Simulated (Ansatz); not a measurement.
C$_{2}$H$_{5}$BO (`B/C=C\O`) at its PBE0-D4/def2-TZVP geometry, where that method's forces vanish. Total charge 0; spin multiplicity 1.

| atom | x (Å) | y (Å) | z (Å) |
| --- | --- | --- | --- |
| B1 | -0.334 | -0.804 | 1.289 |
| C2 | 0.644 | -0.126 | 0.345 |
| C3 | 0.301 | 0.507 | -0.794 |
| O4 | -0.957 | 0.616 | -1.233 |
| H5 | -1.508 | -0.810 | 1.060 |
| H6 | 0.067 | -1.344 | 2.281 |
| H7 | 1.711 | -0.116 | 0.545 |
| H8 | 1.051 | 0.976 | -1.432 |
| H9 | -0.975 | 1.103 | -2.060 |

(1) For each bond, give half the difference of the two atoms' forces along it (eV/Å; positive pushes the atoms apart) under PBE-D4, r2SCAN-D4, B3LYP-D4, ωB97M-V in def2-TZVPP. (Estimate.)

Results:

(1) Ansatz gave: 
```tsv
bond	length (Å)	PBE-D4	r2SCAN-D4	B3LYP-D4	ωB97M-V
B1–C2	1.519	-0.24	-0.09	0.06	0.17
B1–H5	1.196	0.09	-0.02	-0.09	-0.14
B1–H6	1.198	0.05	-0.04	-0.11	-0.10
C2–C3	1.347	0.37	0.17	0.00	-0.17
C2–H7	1.086	0.10	-0.01	-0.07	-0.09
C3–O4	1.337	0.30	0.26	0.35	0.35
C3–H8	1.091	-0.07	-0.15	-0.18	-0.11
O4–H9	0.960	0.37	0.00	-0.07	-0.12
```

B3LYP here is the variant with VWN-RPA as its local correlation; programs differ in this.
